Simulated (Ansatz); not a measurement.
The cluster Ga4F5⁺ was relaxed with PBE0-D4 (def2-SVP) in Ansatz in these states: charge +1 quintet, charge +1 singlet, charge +1 triplet. The geometries follow in no particular order.

A:

Cartesian coordinates in Å:
```
Ga -1.8410 -1.5824 -1.1363
Ga 1.2966 -2.0792 1.0858
Ga 1.5472 -0.0188 -2.1885
Ga -0.3088 1.1332 0.6892
F 0.3715 -1.3615 -0.8282
F -0.6988 2.5630 1.5601
F -1.7093 0.1828 -0.0022
F 0.7526 1.3313 -0.7859
F 0.5899 -0.1683 1.6061
```

B:

```xyz
9

Ga    0.5732   -1.5443    1.4689
Ga    1.0217   -1.1085   -1.6124
Ga   -1.3807   -1.8007   -0.4537
Ga   -0.5027    1.4051    0.1256
F     1.9113   -1.4429    0.0735
F    -0.6844    3.0900    0.3368
F     0.2533    0.3972    1.4954
F    -1.8359    0.2265   -0.2346
F     0.6442    0.7777   -1.1995
```

C:

```tsv
atom	x (Å)	y (Å)	z (Å)
Ga1	0.778	-2.298	1.773
Ga2	0.748	-0.914	-1.874
Ga3	-1.815	-0.229	-2.045
Ga4	-0.064	1.222	0.629
F5	0.644	-1.967	-0.322
F6	0.114	2.835	1.185
F7	0.157	-0.185	1.728
F8	-1.609	0.823	-0.297
F9	1.046	0.714	-0.776
```

Question: Judge from the bond lengths which geometry belongs to which state (an estimate).

Answer: A is the charge +1 singlet (Ga1–F7 2.102 Å, Ga2–F9 2.103 Å, Ga4–F7 1.828 Å); B is the charge +1 quintet (Ga1–F7 1.968 Å, Ga2–F9 1.967 Å, Ga4–F7 1.861 Å); C is the charge +1 triplet (Ga1–F7 2.203 Å, Ga2–F9 1.986 Å, Ga4–F7 1.799 Å).

At PBE0-D4/def2-TZVP a singlet lies 5.55 eV below the charge +1 quintet. At PBE0-D4/def2-TZVP a singlet lies 2.55 eV below the charge +1 triplet. These are the stationary points nearest to one start from a short search; other shapes may lie lower in each state.
